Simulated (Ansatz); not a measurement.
System: CClFI, charge 0, multiplicity 2. It need not be the lowest isomer of its formula. SMILES: F[C](Cl)I
Geometry: optimised at B3LYP-D3(BJ)/def2-TZVP (Ansatz, a quantum-chemistry and plane-wave program).

Computed values are from Ansatz. Correlated levels leave the core frozen unless marked. Open shells are spin-unrestricted. No spin-orbit coupling. The frozen core is the preceding noble-gas configuration, with the filled d and f shells of earlier blocks. Past Kr the def2 sets carry scalar-relativistic core potentials. CBS marks a two-point X^-3 extrapolation of the correlation energy; Hartree-Fock from the larger set. [CCSD(T)-MP2]/basis is that difference in the basis named.

What is the dipole moment at CCSD(T)/def2-SVPD?

0.83 D.

What is the T1 diagnostic at CCSD/def2-TZVPP?

0.017.

What is the total energy at RI-MP2/CBS(def2-TZVPP,def2-QZVPP)+[CCSD(T)-MP2]/def2-TZVPP?

-894.3887 Eh.

What is the atomisation energy De at RI-MP2/CBS(def2-TZVPP,def2-QZVPP)+[CCSD(T)-MP2]/def2-TZVPP?

248.9 kcal/mol.
